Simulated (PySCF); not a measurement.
Compound: C₃H₇BN₂.
Cartesian coordinates in Å at the GFN2-xTB level; atoms count from 1:
```xyz
13
C3H7BN2 angstrom
C      1.906   -1.683   -0.553
C      1.272   -0.701   -0.275
B      0.467    0.550    0.081
N      1.146    1.764    0.297
N     -0.932    0.482    0.189
C     -1.763   -0.680    0.002
H      2.461   -2.543   -0.798
H      0.686    2.626    0.532
H      2.143    1.849    0.230
H     -1.456    1.311    0.425
H     -1.129   -1.528   -0.248
H     -2.482   -0.529   -0.812
H     -2.324   -0.918    0.912
```

The closed-shell ground state was solved at several levels (PySCF, density fitting, gas phase, non-relativistic).

```
        level  basis functions  total energy (Eh)  HOMO (eV)  LUMO (eV)  gap (eV)  dipole (D)
PBE0/pcSseg-1              137          -252.5750      -6.48       0.38      6.86        1.38
  B3LYP/pcJ-1              232          -252.9401      -6.22       0.20      6.42        1.42
```

Estimate the row for B3LYP/def2-SVPD, a basis of 176 functions; the other rows only guide the guess.

Total energy -252.7560 Eh, HOMO -6.38 eV, LUMO -0.04 eV, gap 6.34 eV, dipole 1.32 D.

Over all these levels, which gives the widest orbital gap and which the narrowest?

PBE0/pcSseg-1 (global hybrid, 25 % exact exchange) has the widest, 6.86 eV, and B3LYP/def2-SVPD (global hybrid, 20 % exact exchange) the narrowest, 6.34 eV. Functional and basis both differ between the two, so the spread mixes both effects.

How far do the dipole and the HOMO energy spread over the levels?

The dipole runs from 1.32 to 1.42 D (mean 1.37 D) and the HOMO from -6.48 to -6.22 eV.

One conformer stands for the species.
